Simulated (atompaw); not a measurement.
## An all-electron radial function and its pseudo partner (nickel (Ni))

Columns: radius, all-electron u(r) and pseudo u(r) of the 4s shell (level -5.52 eV) of nickel in the configuration [Ne] 3s2 3p6 3d8 4s2 4p0; PBE, non-relativistic, PAW (atompaw) scheme, atompaw 4.2.0.5.

```json
{"r (bohr)": "0.071", "all-electron": "0.0017", "pseudo": "0.1820"}
{"r (bohr)": "0.142", "all-electron": "-0.1529", "pseudo": "0.3504"}
{"r (bohr)": "0.213", "all-electron": "-0.1362", "pseudo": "0.4932"}
{"r (bohr)": "0.285", "all-electron": "-0.0211", "pseudo": "0.6018"}
{"r (bohr)": "0.356", "all-electron": "0.1058", "pseudo": "0.6672"}
{"r (bohr)": "0.427", "all-electron": "0.2034", "pseudo": "0.6890"}
{"r (bohr)": "0.498", "all-electron": "0.2583", "pseudo": "0.6689"}
{"r (bohr)": "0.569", "all-electron": "0.2719", "pseudo": "0.6120"}
{"r (bohr)": "0.640", "all-electron": "0.2521", "pseudo": "0.5260"}
{"r (bohr)": "0.712", "all-electron": "0.2074", "pseudo": "0.4186"}
{"r (bohr)": "0.783", "all-electron": "0.1474", "pseudo": "0.3023"}
{"r (bohr)": "0.854", "all-electron": "0.0785", "pseudo": "0.1844"}
{"r (bohr)": "0.925", "all-electron": "0.0057", "pseudo": "0.0717"}
{"r (bohr)": "0.996", "all-electron": "-0.0675", "pseudo": "-0.0311"}
{"r (bohr)": "1.067", "all-electron": "-0.1386", "pseudo": "-0.1217"}
{"r (bohr)": "1.138", "all-electron": "-0.2058", "pseudo": "-0.1999"}
{"r (bohr)": "1.210", "all-electron": "-0.2691", "pseudo": "-0.2679"}
{"r (bohr)": "1.281", "all-electron": "-0.3262", "pseudo": "-0.3262"}
{"r (bohr)": "1.352", "all-electron": "-0.3778", "pseudo": "-0.3778"}
{"r (bohr)": "1.423", "all-electron": "-0.4238", "pseudo": "-0.4238"}
{"r (bohr)": "1.494", "all-electron": "-0.4644", "pseudo": "-0.4644"}
{"r (bohr)": "1.565", "all-electron": "-0.4999", "pseudo": "-0.4999"}
{"r (bohr)": "1.637", "all-electron": "-0.5309", "pseudo": "-0.5309"}
{"r (bohr)": "1.708", "all-electron": "-0.5570", "pseudo": "-0.5570"}
{"r (bohr)": "1.779", "all-electron": "-0.5788", "pseudo": "-0.5788"}
{"r (bohr)": "1.850", "all-electron": "-0.5967", "pseudo": "-0.5967"}
```

Task: How many radial nodes do the two functions have?

Result: The all-electron 4s function has n − l − 1 = 3; the pseudo-wave has 1, since 1 lower shell of the same l stays in the valence.

Task: At about which radius was the pseudo-wave matched?

Result: 1.40 bohr. The columns agree to 0.0005 from 1.28 bohr on; several derivatives are matched, so the curves merge somewhat inside the radius.

Task: Is the pseudo-wave norm-conserving?

Result: No, it belongs to a PAW set: the norm inside the radius is not constrained, and the difference is carried by the augmentation charge.
